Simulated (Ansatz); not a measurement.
Li4F4⁻, that is (LiF)4 cube with one electron more. Total charge -1; doublet. Geometry r2SCAN-D4/def2-SVP, that of the neutral singlet; atoms count from 1.

Cartesian coordinates in Å:
```
Li -1.458 0.063 -0.303
F -0.348 1.436 -0.717
Li 0.777 0.124 -1.266
F -0.403 -1.229 -1.013
Li 0.316 -1.304 0.651
F -0.856 -0.137 1.396
Li 0.365 1.116 0.919
F 1.607 -0.070 0.334
```

The highest occupied level of the charge -1 doublet lies above zero (up to 0.90 eV). By energy differences it is unbound by 0.19 eV (vertical, to the charge 0 singlet, at PBE0-D4/def2-TZVPD) and held by the finite basis.

Question: Estimate the Mulliken populations from the PBE0/def2-TZVPD orbitals of Ansatz.

Answer: 
```
atom  charge (e)  spin (α − β)
 Li1        0.66          0.27
  F2       -0.91         -0.02
 Li3        0.66          0.27
  F4       -0.91         -0.02
 Li5        0.66          0.27
  F6       -0.91         -0.02
 Li7        0.66          0.27
  F8       -0.91         -0.02
```
Mulliken values and Mayer orders depend strongly on the basis. With diffuse functions, as here, like atoms can get unlike values, and bond orders can come out too low or too high.

Question: Where does the spin sit?

Answer: Summed by element: Li 1.09, F -0.09, of 1 unpaired in all. Largest on single atoms: Li1 0.27, Li3 0.27, Li5 0.27.
